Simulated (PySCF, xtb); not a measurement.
C₄H₆BF, SMILES B(F)(C#C)CC. One conformer was computed; it need not be the lowest.

Harmonic wavenumbers (cm⁻¹) from xtb with GFN2-xTB at its own minimum, in rising order: 37, 103, 175, 218, 226, 377, 433, 476, 645, 678, 683, 744, 971, 997, 1088, 1140, 1224, 1236, 1318, 1419, 1455, 1505, 1508, 2207, 2938, 2965, 3026, 3038, 3045, 3362.

### Question
What does PBE-D3(BJ)/def2-SVP (PySCF) give at its own minimum? (An estimate is asked for; the answer gives what the named calculation found.)

### Answer
25, 116, 189, 226, 241, 393, 449, 519, 629, 661, 727, 739, 935, 949, 1048, 1114, 1201, 1232, 1337, 1344, 1361, 1425, 1428, 2110, 2944, 2974, 2980, 3060, 3061, 3392. Paired by order, the mean absolute difference is 32 cm⁻¹ and the zero-point energies are 56.1 and 55.5 kcal/mol.
